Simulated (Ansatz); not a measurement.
```yaml
crystal:
  periodic: [false, false, false]
  atoms:
    - {symbol: O, position_ang: [-1.262268, 1.155471, 0.426587]}
    - {symbol: Hf, position_ang: [-0.082023, -0.285102, -0.338719]}
    - {symbol: O, position_ang: [1.487189, -0.400015, 0.914827]}
    - {symbol: Br, position_ang: [-1.127032, -2.386415, -0.907694]}
    - {symbol: Br, position_ang: [0.916398, 0.803894, -2.508133]}
    - {symbol: H, position_ang: [-1.863296, 1.650830, 0.917955]}
    - {symbol: H, position_ang: [2.037748, -0.669820, 1.556679]}
basis:
  gaussian: {orbitals: x2c-TZVPPall, fitting: {mean_field: cc-pVTZ-jkfit}}
total_charge: 1
magnetization: {spin_polarized: true, initial_magnetization: 1}
hamiltonian: {xc: {name: HF}}
correlation: {active_space: {window: {electrons: 3, orbitals: 2}}}
output: {forces: true}
```

```sh
$ ansatz run in.yaml --threads 4 --pin off --events-out ev --progress --plain --max-ram 11315MiB
```

Problem. How does Ansatz answer? (Best estimate.)

Solution. Computed: The program refused the input.
```
Error: invalid value for `correlation.active_space`: it starts from restricted Hartree–Fock orbitals; set hamiltonian.xc: hf without magnetization.spin_polarized
```
